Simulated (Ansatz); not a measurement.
`OC(O)(O)O` and `OC(O)(O)[SiH2]F` differ in one atom or group.

Ansatz, PBE0-D4/def2-TZVP geometries, multiplicity 1. Each molecule was computed in one conformer, which needn't be the lowest.

```tsv
property	`OC(O)(O)O`
LUMO energy (B3LYP/def2-TZVPP) / eV	0.46
HOMO–LUMO gap (B3LYP/def2-TZVPP) / eV	8.99
HOMO–LUMO gap (PBE/def2-TZVPP) / eV	6.95
HOMO energy (ωB97M-V/def2-TZVPP) / eV	-11.31
HOMO–LUMO gap (ωB97M-V/def2-TZVPP) / eV	13.59
size of the dipole moment (B3LYP/def2-TZVPP) / D	0.00
```

Q: What does the change do to each property? (An estimate is asked.)

A: Ansatz gave: 
```tsv
property	`OC(O)(O)[SiH2]F`	shift
LUMO energy (B3LYP/def2-TZVPP) / eV	-0.16	-0.62
HOMO–LUMO gap (B3LYP/def2-TZVPP) / eV	7.64	-1.35
HOMO–LUMO gap (PBE/def2-TZVPP) / eV	5.73	-1.22
HOMO energy (ωB97M-V/def2-TZVPP) / eV	-10.30	1.01
HOMO–LUMO gap (ωB97M-V/def2-TZVPP) / eV	12.10	-1.49
size of the dipole moment (B3LYP/def2-TZVPP) / D	1.23	1.23
```

With PBE0 the HOMO rises by 0.80 eV and the LUMO falls by 0.79 eV, so the gap narrows by about 1.59 eV. PBE moves the HOMO by 0.43 eV and ωB97M-V by 1.01 eV.

B3LYP here is the variant with VWN-RPA as its local correlation; programs differ in this.
